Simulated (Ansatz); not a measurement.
Program: Ansatz 0.2.0.

C₂H₈AlGaO, SMILES `CO[CH2][AlH][GaH2]` at its PBE0-D4/def2-TZVP geometry, where that method's forces vanish. Charge 0, multiplicity 1.

```tsv
atom	x (Å)	y (Å)	z (Å)
C1	-1.469	0.759	0.596
O2	-0.431	-0.063	0.103
C3	0.037	0.253	-1.232
Al4	1.742	-0.810	-1.192
Ga5	1.192	-1.091	1.215
H6	-2.342	0.698	-0.063
H7	-1.138	1.801	0.662
H8	-1.736	0.397	1.589
H9	-0.751	0.002	-1.952
H10	0.206	1.338	-1.302
H11	2.650	-0.991	-2.489
H12	0.426	-2.332	1.822
H13	1.614	0.038	2.243
```

Question: For each bond, give half the difference of the two atoms' forces along it (eV/Å; positive pushes the atoms apart) under PBE-D4, r2SCAN-D4, B3LYP-D4, ωB97M-V in def2-TZVPP. (Best estimate.)

Answer: The calculation gave: 
| bond | length (Å) | PBE-D4 | r2SCAN-D4 | B3LYP-D4 | ωB97M-V |
| --- | --- | --- | --- | --- | --- |
| C1–O2 | 1.412 | 0.27 | 0.27 | 0.21 | 0.20 |
| C1–H6 | 1.095 | 0.08 | -0.06 | -0.08 | -0.09 |
| C1–H7 | 1.096 | 0.08 | -0.06 | -0.07 | -0.09 |
| C1–H8 | 1.090 | 0.06 | -0.07 | -0.12 | -0.10 |
| O2–C3 | 1.450 | 0.24 | 0.30 | 0.26 | 0.20 |
| C3–Al4 | 2.010 | -0.03 | -0.06 | 0.05 | 0.02 |
| C3–H9 | 1.097 | 0.11 | -0.03 | -0.11 | -0.11 |
| C3–H10 | 1.100 | 0.11 | -0.03 | -0.10 | -0.09 |
| Al4–Ga5 | 2.486 | -0.04 | -0.03 | 0.09 | 0.00 |
| Al4–H11 | 1.593 | 0.06 | 0.00 | -0.12 | -0.09 |
| Ga5–H12 | 1.579 | 0.05 | -0.05 | -0.03 | -0.07 |
| Ga5–H13 | 1.585 | 0.05 | -0.05 | -0.02 | -0.06 |

B3LYP here is the variant with VWN-RPA as its local correlation; programs differ in this.
